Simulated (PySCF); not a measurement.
Compound: F2GeH3P.
Geometry (PBE0-D3(BJ)/def2-SVP, Å), atoms numbered from 1 in this order:
```xyz
7
F2GeH3P angstrom
F      1.7395   -1.2821   -0.4432
P      1.1124    0.0718   -1.0841
F      1.8685    1.1596   -0.1476
Ge    -0.8631    0.0146    0.2058
H     -0.4653   -0.1614    1.6788
H     -1.6292    1.3338    0.0075
H     -1.7289   -1.1658   -0.2666
```

Theory: EOM-IP-CCSD/aug-cc-pVDZ in PySCF, restricted Hartree–Fock reference, frozen core, non-relativistic, gas phase, PBE0-D3(BJ)/def2-SVP geometry.

The vertical ionisation energies are 9.51, 12.55, 12.65, 13.50, 14.98, 15.57, 16.44, 16.71 eV.

Which Hartree–Fock orbital leads each hole, and what is its Koopmans value −ε?

```csv
leading hole (HF orbital),Koopmans (eV),EOM-IP-CCSD (eV),change (eV),one-hole share
HOMO,10.07,9.51,-0.56,0.96
HOMO-1,13.30,12.55,-0.75,0.94
HOMO-2,13.37,12.65,-0.72,0.94
HOMO-3,14.75,13.50,-1.25,0.93
HOMO-4,17.64,14.98,-2.66,0.94
HOMO-5,18.44,15.57,-2.87,0.93
HOMO-6,18.91,16.44,-2.47,0.92
HOMO-7,19.40,16.71,-2.69,0.92
```

Does the order of the lines follow the orbital energies?

Yes, no two lines change places. The corrections run from -2.87 to -0.56 eV, with a mean of -1.75 eV over the 8 lines; no line lies above its Koopmans value. Koopmans values leave out both the relaxation of the orbitals and the change in correlation energy.

At what kinetic energies would He I light (21.22 eV) eject these electrons?

11.71 eV (HOMO), 8.67 eV (HOMO-1), 8.57 eV (HOMO-2), 7.72 eV (HOMO-3), 6.24 eV (HOMO-4), 5.65 eV (HOMO-5), 4.78 eV (HOMO-6), 4.51 eV (HOMO-7).

Lines less than 0.15 eV apart could change places at a higher level. One root was sought for each valence orbital with −ε under 21 eV, eight at most, so deeper holes and satellites are missing; no vibrational structure.
